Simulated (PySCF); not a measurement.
**`[C@H]1(Cl)[Si@@H](B)C1`, C2H6BClSi**

Cartesian coordinates in Å; atom numbers follow the order of the lines, from 1:
```xyz
11

B     2.101   -0.270   -0.050
Si    0.444    0.297    0.697
C    -1.006    0.791   -0.465
C    -1.206   -0.556    0.140
Cl   -1.182   -1.937   -0.950
H     3.100   -0.137    0.546
H     2.162   -0.754   -1.113
H     0.127    0.873    2.011
H    -0.815    0.809   -1.528
H    -1.706    1.555   -0.162
H    -2.015   -0.669    0.848
```

Theory: PySCF 2.14.0, TDDFT LC-wPBE/def2-SVPD circular dichroism and optical rotation, one conformer, gas phase. Geometry: GFN2-xTB.

**Question.** What are the CIP labels of the stereocentres?

**Answer.** Si2 S, C4 R.

**Question.** List the lowest 16 singlet excitations with oscillator and rotatory strengths.

**Answer.** Rotatory strengths R in 10⁻⁴⁰ esu² cm², velocity form and length form (origin at the centre of mass); f in length form.
```
state  E (eV)  λ (nm)      f  R (velocity)  R (length)                                    main
    1    4.19     296  0.189         -39.1       -36.1                          HOMO→LUMO 0.97
    2    4.73     262  0.010         +24.0       +23.2      HOMO−3→LUMO 0.49, HOMO−1→LUMO 0.30
    3    5.40     229  0.006         -31.6       -31.0      HOMO−1→LUMO 0.38, HOMO−3→LUMO 0.23
    4    5.92     209  0.011         +57.1       +56.8      HOMO−6→LUMO 0.32, HOMO−4→LUMO 0.29
    5    6.40     194  0.029         -14.6       -13.3      HOMO→LUMO+3 0.44, HOMO→LUMO+1 0.19
    6    6.76     183  0.006          +7.8        +7.5      HOMO→LUMO+2 0.66, HOMO→LUMO+5 0.09
    7    6.84     181  0.013         +19.1       +19.8      HOMO−2→LUMO 0.75, HOMO−3→LUMO 0.15
    8    7.40     168  0.047         -42.9       -42.0    HOMO−1→LUMO+3 0.33, HOMO→LUMO+1 0.15
    9    7.44     167  0.078         -12.4       -11.8      HOMO→LUMO+3 0.32, HOMO→LUMO+4 0.18
   10    7.62     163  0.052         +21.7       +21.0      HOMO→LUMO+5 0.19, HOMO→LUMO+1 0.19
   11    7.97     156  0.005          +1.1        -1.9      HOMO−6→LUMO 0.30, HOMO−4→LUMO 0.29
   12    8.00     155  0.015         +24.7       +22.5      HOMO→LUMO+4 0.25, HOMO→LUMO+5 0.15
   13    8.14     152  0.013          -9.0        -8.8    HOMO−1→LUMO+2 0.23, HOMO→LUMO+7 0.19
   14    8.30     149  0.003          +0.1        +2.4  HOMO−1→LUMO+2 0.22, HOMO−2→LUMO+3 0.21
   15    8.43     147  0.012         -13.4       -13.5                        HOMO−5→LUMO 0.73
   16    8.53     145  0.003         +15.5       +14.7      HOMO→LUMO+8 0.20, HOMO→LUMO+6 0.17
```

For state 11 the two forms differ in sign, so the sign of R isn't settled.

Among the states computed, the strongest CD band (largest |R|) is state 4. The largest dissymmetry factor in size, g = 4R/(D+G), with D and G the electric and magnetic dipole strengths, is +0.062 for state 16 (velocity form, f = 0.003), among bands with |R| over 0.5. The mirror image has the same energies and oscillator strengths and all R with the opposite sign.
